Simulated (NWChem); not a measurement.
**Correlation energy of Cl2Hg**

```xyz
3

Hg     0.0000     0.0000     0.0000
Cl     0.0000     0.0000     2.2823
Cl     0.0000     0.0000    -2.2823
```
Charge 0, spin multiplicity 1.

Everything below was run with NWChem. Structure: optimised with PBE0/def2-SVP with def2 effective core potentials on Hg, a minimum by its harmonic frequencies.

Basis set: def2-SVP. Each correlation energy counts from its own Hartree-Fock reference.

Effective core potentials replace the inner electrons of Hg; spin-orbit coupling is left out. The correlated methods keep 14 core orbitals frozen. The structure started from a generated list of species. Coupled-cluster values serve here as a point of comparison, not as the truth.

**Question.** For the correlation energy, MP2 gives -549.9 mHa and SCS-MP2 gives -507.3 mHa. What do CCSD, CCSD+T(CCSD), CCSD(T) give?

**Answer.** CCSD: -558.2 mHa; CCSD+T(CCSD): -570.7 mHa; CCSD(T): -569.6 mHa.
